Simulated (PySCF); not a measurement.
C₄H₅, doublet (typed; the unrestricted solution is spin-contaminated), geometry from GFN2-xTB; HF/6-31G* (PySCF).

Here is a job for PySCF.
```python
from pyscf import gto, scf

mol = gto.M(
    atom='''
C    -1.45006822   -1.07167082   -0.63158736
C    -0.25920185   -0.56808578   -0.50436756
C     0.13180099    0.47529935    0.45030056
C     1.36582743    0.95156397    0.53475037
H    -2.41592108   -0.96137587   -0.19544851
H     0.55153888   -0.91673113   -1.13669287
H    -0.65429776    0.84357236    1.09483111
H     2.15903411    0.59378581   -0.10123445
H     1.62949575    1.71810851    1.24396860
''',
    basis='6-31g*',
    spin=1,
    verbose=4,
)

mf = scf.UHF(mol)
mf.kernel()
```

The log (banner, timings and long lists left out):

```
PySCF version 2.14.0

[INPUT] verbose = 4
[INPUT] num. atoms = 9
[INPUT] num. electrons = 29
[INPUT] charge = 0
[INPUT] spin (= nelec alpha-beta = 2S) = 1
[INPUT] symmetry False subgroup None
[INPUT] Mole.unit = angstrom
[INPUT] Symbol           X                Y                Z      unit          X                Y                Z       unit  Magmom
[INPUT]  1 C     -1.450068220000  -1.071670820000  -0.631587360000 AA   -2.740231797736  -2.025164345488  -1.193527134137 Bohr   0.0
[INPUT]  2 C     -0.259201850000  -0.568085780000  -0.504367560000 AA   -0.489820507481  -1.073526539460  -0.953116554515 Bohr   0.0
[INPUT]  3 C      0.131800990000   0.475299350000   0.450300560000 AA    0.249067774047   0.898185598684   0.850944732138 Bohr   0.0
[INPUT]  4 C      1.365827430000   0.951563970000   0.534750370000 AA    2.581039776119   1.798195293304   1.010531744310 Bohr   0.0
[INPUT]  5 H     -2.415921080000  -0.961375870000  -0.195448510000 AA   -4.565429179763  -1.816737097065  -0.369344155354 Bohr   0.0
[INPUT]  6 H      0.551538880000  -0.916731130000  -1.136692870000 AA    1.042257430249  -1.732370765563  -2.148038212046 Bohr   0.0
[INPUT]  7 H     -0.654297760000   0.843572360000   1.094831110000 AA   -1.236443570316   1.594120726653   2.068930950554 Bohr   0.0
[INPUT]  8 H      2.159034110000   0.593785810000  -0.101234450000 AA    4.079983161494   1.122092557553  -0.191305384871 Bohr   0.0
[INPUT]  9 H      1.629495750000   1.718108510000   1.243968600000 AA    3.079300688643   3.246754536185   2.350759961559 Bohr   0.0

nuclear repulsion = 97.4330059600925
number of shells = 34
number of NR pGTOs = 128
number of NR cGTOs = 66
basis = 6-31g*
ecp = {}

******** <class 'pyscf.scf.uhf.UHF'> ********
method = UHF
initial guess = minao
damping factor = 0
level_shift factor = 0
DIIS = <class 'pyscf.scf.diis.CDIIS'>
diis_start_cycle = 1
diis_space = 8
diis_damp = 0
SCF conv_tol = 1e-09
SCF conv_tol_grad = None
SCF max_cycles = 50
direct_scf = True
direct_scf_tol = 1e-13
number electrons alpha = 15  beta = 14
Set gradient conv threshold to 3.16228e-05
init E= -154.955832561752

cycle= 1 E= -154.204261958323  delta_E= 0.752  |g|= 0.25  |ddm|= 1.92
cycle= 2 E= -154.260339980499  delta_E= -0.0561  |g|= 0.0831  |ddm|= 0.406
cycle= 3 E= -154.26834542324  delta_E= -0.00801  |g|= 0.0364  |ddm|= 0.176
cycle= 4 E= -154.269837118433  delta_E= -0.00149  |g|= 0.0191  |ddm|= 0.0513
cycle= 5 E= -154.27081459516  delta_E= -0.000977  |g|= 0.0151  |ddm|= 0.0404
cycle= 6 E= -154.271686784574  delta_E= -0.000872  |g|= 0.0142  |ddm|= 0.0358
cycle= 7 E= -154.272597915475  delta_E= -0.000911  |g|= 0.014  |ddm|= 0.037
cycle= 8 E= -154.273570153519  delta_E= -0.000972  |g|= 0.0139  |ddm|= 0.0397
cycle= 9 E= -154.274945173985  delta_E= -0.00138  |g|= 0.0135  |ddm|= 0.0575
cycle= 10 E= -154.276455889512  delta_E= -0.00151  |g|= 0.0127  |ddm|= 0.0672
cycle= 11 E= -154.279690833617  delta_E= -0.00323  |g|= 0.00502  |ddm|= 0.227
cycle= 12 E= -154.279571758408  delta_E= 0.000119  |g|= 0.00629  |ddm|= 0.0759
cycle= 13 E= -154.278997298326  delta_E= 0.000574  |g|= 0.00807  |ddm|= 0.155
cycle= 14 E= -154.279758486032  delta_E= -0.000761  |g|= 0.00177  |ddm|= 0.0901
cycle= 15 E= -154.279779138146  delta_E= -2.07e-05  |g|= 0.000999  |ddm|= 0.029
cycle= 16 E= -154.279786735235  delta_E= -7.6e-06  |g|= 0.000167  |ddm|= 0.0104
cycle= 17 E= -154.279786867478  delta_E= -1.32e-07  |g|= 4.77e-05  |ddm|= 0.00117
cycle= 18 E= -154.279786869045  delta_E= -1.57e-09  |g|= 3.09e-05  |ddm|= 0.0002
cycle= 19 E= -154.279786874484  delta_E= -5.44e-09  |g|= 1.4e-05  |ddm|= 0.000404
cycle= 20 E= -154.279786875387  delta_E= -9.03e-10  |g|= 6.38e-06  |ddm|= 0.000193
Extra cycle  E= -154.279786875487  delta_E= -9.97e-11  |g|= 5.16e-06  |ddm|= 1.06e-05
converged SCF energy = -154.279786875487  <S^2> = 1.2446222  2S+1 = 2.4450948
```
